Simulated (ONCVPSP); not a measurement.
# Which change was made? (Kr, ONCV)

- Element: krypton (Kr)
- Generator: ONCVPSP 4.0.1
- Type: optimised norm-conserving Vanderbilt (ONCV)
- Functional: PBEsol
- Relativity: scalar-relativistic
- Frozen core: [Ar] 3d10
- Valence charge: 8
- Reference configuration: 4s2 4p5 (charge +1)
- Partial waves: 4s: rc 1.35 bohr, ncon 3, nbas 7, qcut 5.2 1/bohr, 2 projectors, debl 2.2 Ha; 4p: rc 1.15 bohr, ncon 4, nbas 8, qcut 8.4 1/bohr, 2 projectors, debl 1.5 Ha
- Local potential: polynomial inside 0.95 bohr (lpopt 2, dvloc0 0 Ha)
- Core correction: Teter function, fcfact 2.75, rcfact 1.15

Cutoffs, loose and tight: the cutoffs (Ha) at which the residual kinetic energy of the hardest occupied pseudo-wave falls to 1 and 0.1 mHa per electron. They do not see the model core or the augmentation charge, which bear on the density cutoff. Test errors are all-electron minus pseudo excitation energies from the reference, over the configurations 4s2 4p6; 4s2 4p4; 4s2 4p3; 4s2 4p2; variants that change the core or the reference have their own tests.

The base gives: outcome: generated; cutoff, loose: 52 Ha; cutoff, tight: 149 Ha; bound ghosts: p; GHOST(+) flags above zero: s; largest test error (meV): -71.

(1) After one change the result is: outcome: generated; cutoff, loose: 95 Ha; cutoff, tight: 155 Ha; bound ghosts: p; GHOST(+) flags above zero: s; largest test error (meV): -64. Which change was it?
A. all radii but the core radius scaled by about 1.14 (s 1.54, p 1.32 bohr); local potential polynomial inside 1.08 bohr (lpopt 2, dvloc0 0 Ha)
B. s: qcut 4.7; p: qcut 7.5
C. functional PW91

## Answers

(1) B. The others give: all radii but the core radius scaled by about 1.14 (s 1.54, p 1.32 bohr); local potential polynomial inside 1.08 bohr (lpopt 2, dvloc0 0 Ha) → outcome: generated; cutoff, loose: 15 Ha; cutoff, tight: 49 Ha; bound ghosts: p; GHOST(+) flags above zero: s; largest test error (meV): -46 | functional PW91 → outcome: generated; cutoff, loose: 51 Ha; cutoff, tight: 148 Ha; bound ghosts: p; GHOST(+) flags above zero: s; largest test error (meV): -45.
